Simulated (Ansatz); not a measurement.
Z-matrix (Å, degrees):
```
Al
O 1 1.6928
H 2 0.9581 1 122.93
O 1 1.6928 2 120.00 3 -179.99
H 4 0.9581 1 122.93 2 -0.01
O 1 1.6928 2 120.00 3 -0.01
H 6 0.9581 1 122.92 2 -179.99
```
Charge +1, spin multiplicity 2.

These are frozen-core CCSD(T)/cc-pVTZ // B3LYP-D3(BJ)/def2-TZVP run with Ansatz (an electronic-structure program) values and carry that method's errors. The geometry is that of the parent before the electron was removed.

```yaml
HF energy: -468.15225 Ha
MP2 correlation energy: -0.74061 Ha
```

Estimate the CCSD correlation energy, the (T) correction, the total energy and the T1 diagnostic.


The CCSD correlation energy comes out as -0.75965 Ha and the (T) correction is -0.02648 Ha. The CCSD(T) total energy comes out as -468.93838 Ha and the T1 diagnostic is 0.042.
